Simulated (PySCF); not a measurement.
**Scandium: a sound run and one with changed settings**

Sound run: Sc [Ar] 3d1 4s2, Sc⁺ [Ar] 3d1 4s1. Computed with PySCF 2.14 in cc-pVTZ, with the non-relativistic Hamiltonian (point nucleus). In the sound run the correlated levels freeze [Ar]. The sound run starts from symmetry-adapted Hartree-Fock orbitals and uses a fine grid where one is needed.

Changed run: initial guess atom, at most 50 SCF cycles.

```json
{"species": "Sc", "method": "UHF", "sound run (hartree)": "-759.73964", "changed run (hartree)": "-759.73964", "converged": "yes"}
{"species": "Sc", "method": "r2SCAN", "sound run (hartree)": "-760.58009", "changed run (hartree)": "-760.58009", "converged": "yes"}
{"species": "Sc", "method": "PBE", "sound run (hartree)": "-760.39367", "changed run (hartree)": "-760.39367", "converged": "yes"}
{"species": "Sc", "method": "MP2", "sound run (hartree)": "-759.76873", "changed run (hartree)": "-759.76873", "converged": "yes"}
{"species": "Sc⁺", "method": "UHF", "sound run (hartree)": "-759.54259", "changed run (hartree)": "-759.54259", "converged": "yes"}
{"species": "Sc⁺", "method": "r2SCAN", "sound run (hartree)": "-760.34668", "changed run (hartree)": "-760.35805", "converged": "yes"}
{"species": "Sc⁺", "method": "PBE", "sound run (hartree)": "-760.15421", "changed run (hartree)": "-760.16250", "converged": "yes"}
{"species": "Sc⁺", "method": "MP2", "sound run (hartree)": "-759.54587", "changed run (hartree)": "-759.54587", "converged": "yes"}
```

Ionisation energy of Sc:

```tsv
method	sound run (eV)	changed run (eV)
UHF	5.362	5.362
MP2	6.064	6.064
SCS-MP2	6.210	6.210
```

The plain start fixes occupations by D2h representation alone, and Sc⁺ at r2SCAN, Sc⁺ at PBE landed in another state (other ⟨L²⟩ or ⟨S²⟩). 

For comparison, NIST gives 6.561 eV between the lowest levels.
